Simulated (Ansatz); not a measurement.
## Appearance energy of a fragment ion: C5H10O2 → C2H3O+ + C3H7O + e⁻

Species: C5H10O2 (isopropyl acetate) `CC(=O)OC(C)C`, singlet; C2H3O+ `CC#[O+]`, singlet; C3H7O `CC(C)[O]`, doublet. 

Shapes, held fixed at every level: PBE0-D4/def2-TZVP. Flexible molecules stand in one conformer, not always the lowest. Programs: Ansatz 0.2.0. Electronic energies: no zero-point or thermal term.

```tsv
level	kind	ΔE (eV)	less CCSD(T)/CBS estimate
HF/def2-TZVPP	Hartree–Fock	+9.61	-1.96
SPW92/def2-TZVPP	LDA	+12.14	+0.57
B3LYP-D4/def2-TZVPP	global hybrid	+11.38	-0.19
B2PLYP/def2-TZVPP	double hybrid	+11.24	-0.33
CCSD(T)/def2-TZVPP	coupled cluster or CI	+11.35	-0.22
CCSD/def2-TZVPP	coupled cluster or CI	+11.23	-0.34
CCSD(T)/CBS estimate	coupled cluster or CI	+11.57	0.00
```

The highest level, CCSD(T)/CBS estimate, gives ΔE = +11.57 eV; the levels span +9.61 to +12.14. The column of differences is taken from that level and isn't an error. No measured value is set beside it here. Open shells run unrestricted. The CBS estimate extrapolates MP2 from def2-TZVPP and def2-QZVPP and adds CCSD(T) − MP2 in the triple-zeta set, cores frozen. The onset seen in experiment also holds zero-point changes and kinetic shifts.
